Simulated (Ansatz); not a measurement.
## Two structures, one formula

Two relaxed structures of AlBH$_{4}$Se, closed shell (PBE0-D4/def2-TZVP; forces vanish, vibrations not checked).

A:

B1  (-0.658, 0.189, 0.556)
Se2  (-1.022, 1.545, 1.838)
Al3  (1.323, -0.301, -0.003)
H4  (-2.496, 1.489, 1.857)
H5  (-1.613, -0.361, 0.090)
H6  (2.143, -1.420, 0.778)
H7  (2.019, 0.402, -1.250)
(Å)

B:

B1  (-1.016, 0.436, -0.141)
Se2  (-1.021, -0.573, 1.515)
Al3  (0.860, 0.484, 0.583)
H4  (2.119, -1.302, -0.303)
H5  (-1.945, 0.642, -0.851)
H6  (2.297, 0.823, 1.125)
H7  (1.527, -1.246, -0.771)
(Å)

Program: Ansatz 0.2.0. Basis: def2-TZVPP. Cores are frozen in the correlated methods. Filled d shells of the heavier atoms are correlated. The def2 sets are not built for correlating such inner shells, so the correlated values are less sure here. B3LYP uses VWN-RPA correlation.

Task: Which structure is lower at CCSD(T), and by how much? (An estimate is asked for; the value comes from the calculation.)

Result: By the calculation: A, by 0.142 eV (electronic energy, against the other). By their contacts, A is AlBH₄Se ([AlH2][BH][SeH]) and B is a complex of AlBH₂Se ([BH]1[AlH][Se]1) + H₂.

All methods give the same order:

```tsv
method	E(B) − E(A) (eV)
PBE-D4	0.031
r2SCAN-D4	0.051
PBE0-D4	0.104
B3LYP-D4	0.211
wB97M-V	0.126
HF	0.515
MP2	0.009
CCSD	0.236
CCSD(T)	0.142
```

The T1 diagnostic stays at or below 0.015.

Labels in which every atom is bracketed show which atoms are joined, not bond orders.

For scale, one of the runs: CCSD(T)/def2-TZVPP, 177 basis functions, launched by `ansatz run in.yaml --threads 2 --pin off --events-out ev --progress --plain --max-ram 4352MiB`. Hardware: 2 CPU threads of an Arm Neoverse V1, shared host. Wall time 46 s; peak host memory 1.5 GiB.
